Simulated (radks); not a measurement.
Values are calculated unless marked as measured or tabulated.
Effect of the nuclear size on neutral argon, [Ar]. Code: a radial shooting solver on a logarithmic mesh with Libxc functionals. Model: Dirac Kohn-Sham, exchange-only LDA, spin-unpolarised, spherical densities, finite nucleus; Fermi nuclear charge, rms radius 3.4274 fm. The rms radius is varied about that value; shifts are against it.

rms radius (fm),total energy shift (eV),density at nucleus (e/bohr^3),1s1/2 shift (meV),2s1/2 shift (meV)
3.0641,-0.00371,4313,-1.56,-0.118
3.0915,-0.00344,4312,-1.45,-0.110
3.4274,0,4303,0.000,0.000
3.6879,0.00291,4296,1.23,0.093
3.9963,0.00662,4289,2.79,0.211

Slopes of the eigenvalues against <r^2> in GHz/fm^2, as finite differences over the two radii next to the reference (eigenvalue slopes, not the field-shift constants of lines): 1s1/2 160, 2s1/2 12.1.
